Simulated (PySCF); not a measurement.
[PySCF 2.14: GFN2-xTB geometry; NMR shieldings at PBE0/pcSseg-1/GIAO; gas phase; equivalent nuclei averaged; one conformer; non-relativistic Hamiltonian]

Shifts are taken against calculated references (same method and geometry level): 1H (σ = 31.72 ppm) and 13C (σ = 186.93 ppm) against TMS. Shifts are as computed. Against solution values, carbons near 30 ppm lie about +3 ppm off and those near 130 ppm about +5 ppm; carbons on Cl a further +6 ppm. Of 1211 compounds with measured shifts, 218 miss one by over three times the rms of a fit or turn the order of signals round; such compounds aren't used in these exercises. Carbons bonded to Cl come out too deshielded.

Question: Order these molecules by the shift of their most deshielded carbon, lowest δ first.
A. FC(F)Oc1nccn1[SiH3]
B. C#CC1([SiH3])C=C1
C. FCCCl

Answer: C (85.3 ppm, sp3 CH2 bonded to F), B (122.5 ppm, alkene CH), A (158.6 ppm, aromatic carbon bearing oxygen).

Question: Order these molecules by the shift of their most shielded carbon-bound hydrogen, lowest δ first.
A. FC(F)Oc1nccn1[SiH3]
B. C#CC#CC[SiH3]
C. FCCCl
D. CN(C)c1ccpc(Cl)c1

Answer: B (1.13 ppm, hydrogen on a terminal alkyne carbon), D (3.16 ppm, hydrogen on a methyl carbon bonded to N), C (3.73 ppm, hydrogen on an sp3 CH2 bonded to Cl), A (6.50 ppm, hydrogen on an aromatic CH next to a ring nitrogen).

Question: How many 13C and 1H signals does each give (equivalence by symmetry and fast rotation, but not about amide C–N or C=N bonds)? `CN(C)c1ccpc(Cl)c1`, `FCCCl`, `C#CC1([SiH3])C=C1`, `FC(F)Oc1nccn1[SiH3]`, `C#CC#CC[SiH3]`

Answer: CN(C)c1ccpc(Cl)c1: 6 C, 4 H; FCCCl: 2 C, 2 H; C#CC1([SiH3])C=C1: 4 C, 3 H; FC(F)Oc1nccn1[SiH3]: 4 C, 4 H; C#CC#CC[SiH3]: 5 C, 3 H.
